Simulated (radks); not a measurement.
Spin polarisation of the 4d5 shell in Mo+. Start: [Kr] 4d(up 2.5, down 2.5); electrons of 4d are moved from spin down to spin up, other shells keep equal spins. All-electron calculation, non-relativistic Kohn-Sham, TPSS, spin-polarised, spherical densities, point nucleus; meta-GGA in the generalised Kohn-Sham scheme. Program: a radial shooting solver on a logarithmic mesh with Libxc functionals.

moment (Bohr magnetons) = 0: E - E(0) (eV) 0.000; e(4d up) (eV) -10.383; e(4d down) (eV) -10.383; 4p down minus up (eV) 0.000
moment (Bohr magnetons) = 1: E - E(0) (eV) -0.172; e(4d up) (eV) -10.704; e(4d down) (eV) -10.014; 4p down minus up (eV) 0.653
moment (Bohr magnetons) = 2: E - E(0) (eV) -0.689; e(4d up) (eV) -10.978; e(4d down) (eV) -9.600; 4p down minus up (eV) 1.310
moment (Bohr magnetons) = 3: E - E(0) (eV) -1.550; e(4d up) (eV) -11.206; e(4d down) (eV) -9.143; 4p down minus up (eV) 1.972
moment (Bohr magnetons) = 4: E - E(0) (eV) -2.747; e(4d up) (eV) -11.379; e(4d down) (eV) -8.665; 4p down minus up (eV) 2.641
moment (Bohr magnetons) = 5: E - E(0) (eV) -4.253; e(4d up) (eV) -11.473; e(4d down) (eV) -8.119; 4p down minus up (eV) 3.300

At moment 5 the spin-polarisation energy is -4.253 eV and the 4d exchange splitting 3.355 eV, that is 0.671 eV per Bohr magneton; E = -I m^2/4 would give I = 0.680 eV.
